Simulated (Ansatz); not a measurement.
Two spin states of OF-, each at its own minimum; 2S+1 = 1, 3, 5 were tried, and our sources give no spin for the ground state.

Each state is the lowest solution found for its spin in def2 and cc sets. The singlet is a restricted closed-shell determinant, which can mix singlet states where a π or δ shell is part-filled.

Correlated levels freeze the cores.

Run with Ansatz (a program for electronic structure). 

| level | energy of the multiplicity-3 state above the multiplicity-1 state (kcal/mol) |
|---|---|
| PBE/def2-TZVPP | 9.14 |
| PBE0/def2-TZVPP | 7.36 |
| wB97X-V/def2-TZVPP | 11.56 |
| CCSD/def2-TZVPP | ? |
| CCSD(T)/def2-TZVPP | ? |

### Question
What belongs in the gaps?

### Answer

- CCSD/def2-TZVPP, energy of the multiplicity-3 state above the multiplicity-1 state (kcal/mol): 10.79
- CCSD(T)/def2-TZVPP, energy of the multiplicity-3 state above the multiplicity-1 state (kcal/mol): 14.42
